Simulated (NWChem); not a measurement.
System: SiH$_{4}$SeO; SMILES [SeH]O[SiH3]

NWChem input:

```
start job
memory heap 200 mb stack 900 mb global 1100 mb
geometry units angstroms noautosym nocenter noautoz
  Se    -0.253721     1.020298     0.616002
  H     -0.435316     1.406397    -0.800470
  O     -0.971229    -0.636984     0.460142
  Si     0.039883    -1.907675     0.015903
  H      0.587593    -1.690018    -1.358012
  H     -0.820924    -3.123298     0.038810
  H      1.174597    -2.055839     0.975226
end
basis spherical
  Se library pcsseg-1
  H library pcsseg-1
  O library pcsseg-1
  Si library pcsseg-1
end
dft
  xc kt2
  iterations 150
end
property
  shielding
  efieldgrad
end
task dft property
```

Structure relaxed at the PBE0/def2-SVP level.

GIAO values for the isolated, static molecule; σ is the absolute isotropic shielding, δ = σ(reference) − σ with the isolated reference molecule computed at the same levels (1H: tetramethylsilane, 17O: water, 29Si: tetramethylsilane). Spin-orbit effects, on the heavy nuclei and on their neighbours, are missing.

Atoms are numbered as in the input.

**Question.** Predict the main results of this run. (KT2/pcSseg-1, GIAO.) Quantities: σ Se1 (ppm); δ H2 (ppm); δ O3 (ppm); δ Si4 (ppm); δ H5 (rotor mean) (ppm).

**Answer.** The σ Se1 (ppm) is 517.9, the δ H2 (ppm) comes out as 8.52 and the δ O3 (ppm) is -90.4. The δ Si4 (ppm) is -7.0. The δ H5 (rotor mean) (ppm) comes out as 4.97.
